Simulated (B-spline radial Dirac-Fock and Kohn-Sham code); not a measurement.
Satellites and hypersatellites of the K lines of Os³⁺

System: the Os³⁺ ion in the configuration [Xe] 4f14 5d5, inside a Watson sphere of charge -3 and radius 2 Å (a model of the Madelung potential; inside it an electron's potential energy is raised by 21.6 eV).

Model: Dirac-Fock energy differences between relaxed states, corrected for Breit and QED terms. Program: a radial B-spline solver. Each two-hole energy is an average over J within one jj subconfiguration, not an observable level; in light atoms, where LS coupling holds, the j-resolved values are not observed lines, and for a K spectator the Kα1 hypersatellite is nearly forbidden. No correlation.

Lines without a spectator: Kα2 (K-L2) 61481.1 eV, Kα1 (K-L3) 62995.1 eV, Kβ3 (K-M2) 71070.5 eV, Kβ1 (K-M3) 71404.6 eV. Shifts in eV with one spectator hole (a dash: not computed, or left out as unreliable):

| spectator hole | Kα2 | Kα1 | Kβ3 | Kβ1 |
| --- | --- | --- | --- | --- |
| K (1s) | +1021.8 | +1103.7 | +1324.1 | +1343.3 |
| L2 (2p1/2) | +131.7 | +178.8 | – | +336.6 |
| L3 (2p3/2) | +96.8 | +107.3 | +248.9 | – |
| M2 (3p1/2) | – | +28.54 | +54.1 | +64.2 |
| M3 (3p3/2) | +15.05 | – | +45.0 | +45.8 |
| M4 (3d3/2) | +5.03 | +1.66 | – | – |
| M5 (3d5/2) | -0.52 | +3.70 | – | – |
